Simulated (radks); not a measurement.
Neutral zirconium inside a hard spherical wall (all orbitals vanish at R), configuration held at [Kr] 4d2 5s2 and not refilled when levels cross. Method: scalar-relativistic Kohn-Sham, PBE, spin-polarised, spherical densities, finite nucleus; open shells are filled with parallel spins first (spin-orbit coupling, left out, can overturn this in heavy ions); Fermi nuclear charge, rms radius 4.2694 fm; computed with a radial shooting solver on a logarithmic mesh with Libxc functionals. Eigenvalues in eV for spin up, with the zero of energy where the potential of the charges vanishes at infinity; a dash marks a level that is unbound or too diffuse for the functional's potential to be trusted. A positive occupied level is held by the wall or, in an anion where self-interaction has pushed it up, behind a barrier. The pressure on the wall is -dE/dV.

R (bohr)	E (hartree)	kinetic (hartree)	e(4s)	e(4p)	e(5s)	e(4d)	e(5p, empty)	e(6s, empty)	pressure (GPa)
free	-3598.51063	3699.966	-54.812	-32.852	-4.700	-4.058	-1.601	-	0
20	-3598.51063	3699.966	-54.812	-32.852	-4.700	-4.058	-1.601	-	< 0.0001
15	-3598.51062	3699.966	-54.811	-32.851	-4.699	-4.058	-1.596	0.266	< 0.0001
10	-3598.50921	3699.980	-54.714	-32.755	-4.625	-3.971	-1.408	2.068	0.0348
7	-3598.47896	3700.161	-53.756	-31.814	-3.789	-3.140	0.039	8.624	1.56
6	-3598.42147	3700.432	-52.638	-30.727	-2.617	-2.165	1.829	14.967	6.05
5	-3598.25237	3701.111	-50.461	-28.642	0.245	-0.171	5.919	27.665	26.4
3.5	-3596.98380	3705.580	-42.363	-20.916	17.236	8.707	27.851	84.344	389
3	-3595.40522	3711.011	-36.042	-14.571	35.253	16.803	49.250	133.33	1220
2	-3580.33596	3757.173	2.596	28.094	166.03	70.709	190.77	422.84	22000
1.5	-3541.90047	3858.856	84.010	118.16	420.59	174.06	450.30	917.09	149000
